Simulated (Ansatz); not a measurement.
`[OH][In-]([OH])([OH])[OH2+]`. Total charge 0; spin multiplicity 1. Correlated methods include outer-core shells of In, which these sets cover unevenly. In takes the def2 core potential.

Cartesian coordinates in Å:
```
O -0.551 2.281 0.512
In 0.200 0.536 -0.041
O 0.060 -0.045 -1.958
O 1.482 -0.536 1.056
O -1.367 -1.168 0.012
H -0.445 2.440 1.452
H 0.899 -0.225 -2.385
H 1.875 -0.056 1.788
H -1.186 -1.328 -0.933
H -0.967 -1.899 0.497
```

**Question.** Give the diagnostics of a CCSD(T)/def2-TZVPP run (frozen core, Ansatz 0.2.0). (Best estimate.)

**Answer.** Ansatz gave: T1 = 0.0152, largest single amplitude 0.040, largest double 0.018, (T) share of the correlation energy 3.4 %, 10 CCSD cycles. The RHF solution is stable towards an unrestricted one. T1 lies under the customary mark of 0.02 for closed shells.
